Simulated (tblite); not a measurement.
Species: C₄H₁₂FN₃Si.
Z-matrix (Å and degrees, GFN2-xTB geometry), rows numbered from 1:
```
C 
N   1  1.4400
Si  2  1.7182  1  120.97
N   3  1.7245  2  118.43  1   -82.03
C   4  1.4459  3  110.87  2  -103.94
C   5  1.5296  4  106.20  3   -26.51
C   6  1.5300  5  109.77  4   -82.58
F   7  1.3766  6  110.17  5   175.85
N   6  1.4395  5  106.04  4    38.64
H   1  1.0870  2  108.61  3    38.82
H   1  1.0914  2  110.33  3   157.85
H   1  1.0959  2  112.77  3   -80.71
H   2  1.0085  1  111.76  3   144.88
H   3  1.4715  2  114.37  1    42.88
H   4  1.0056  3  124.31  2    36.70
H   5  1.0971  4  111.95  3    92.45
H   5  1.0960  4  110.43  3  -146.65
H   6  1.0981  5  110.93  4   157.65
H   7  1.0941  6  111.76  5   -65.80
H   7  1.0921  6  110.06  5    57.95
H   9  1.0066  3  122.33  2   -86.69
```

Level: GFN2-xTB in tblite, geometry and Hessian alike; calculated harmonic values, unscaled, isolated species. This tight-binding method is rough: wavenumbers can miss measured ones by several per cent, in bad cases by 10 to 20. Modes of hydrogen on silicon can be 10 to 20 % off. One conformer, not necessarily the lowest.

Harmonic wavenumbers (cm⁻¹): 46.9, 66.8, 93.2, 103.2, 144.1, 173.5, 215.1, 278.1, 295.9, 354.4, 405.5, 462.0, 502.6, 508.5, 602.8, 635.8, 688.2, 756.0, 779.0, 851.1, 890.9, 906.9, 953.1, 987.9, 1042.9, 1060.6, 1088.0, 1111.6, 1113.5, 1157.1, 1165.1, 1177.1, 1203.7, 1214.3, 1261.4, 1291.1, 1322.2, 1340.2, 1356.0, 1366.9, 1423.0, 1436.7, 1490.5, 1495.7, 1506.5, 2186.3, 2875.2, 2893.9, 2902.2, 2918.0, 2951.2, 2974.8, 2984.2, 3034.8, 3450.9, 3481.9, 3490.4.

A = 2981, B = 778.3, C = 691.0 MHz; mass 149.078 u (most abundant isotopes); point group C1, symmetry number 1.

**Question.** What is the zero-point energy?

**Answer.** Half the sum of the wavenumbers: 37235 cm⁻¹ = 445.43 kJ/mol.

**Question.** Give the ideal-gas entropy at 200 K and 1 bar in the rigid-rotor, harmonic-oscillator model (classical rotation).

**Answer.** Translation 162.97, rotation 119.22, vibration 93.07: S = 375.3 J/(mol K).

**Question.** And Cp and H(200 K) − H(0)?

**Answer.** Cp = 130.17 J/(mol K), of which vibrations give 96.91 (their classical limit is 57 R = 473.9); H(200 K) − H(0) = 16.72 kJ/mol without the zero-point energy, 10.07 from vibrations.

**Question.** Blend soft modes into free rotors: weight 1/[1 + (100 cm⁻¹/ν̃)⁴] for the oscillator and the rest for a rotor with moment μB/(μ + B), μ = h/(8π²ν), B = 10⁻⁴⁴ kg m². What vibrational entropy results?

**Answer.** 86.46 J/(mol K) in place of 93.07, which changes −T·S at 200 K by +1.32 kJ/mol.

**Question.** What must be added to the electronic energy to get the Gibbs energy at 200 K and 1 bar?

**Answer.** ZPE + [H(200 K) − H(0)] − T·S = 445.43 + 16.72 − 75.05 = 387.10 kJ/mol.

**Question.** Which modes carry the vibrational entropy at 200 K?

**Answer.** 46.9 cm⁻¹: 17.39; 66.8 cm⁻¹: 14.49; 93.2 cm⁻¹: 11.79; 103.2 cm⁻¹: 10.98; 144.1 cm⁻¹: 8.38; 173.5 cm⁻¹: 6.99 J/(mol K); the other 51 give 23.05 together.

Hindered rotation and anharmonicity are outside this model. Other conformers, if any are populated, would add a mixing term that is left out. The structure is chiral; the term R ln 2 for an equal mix with its mirror image is left out.
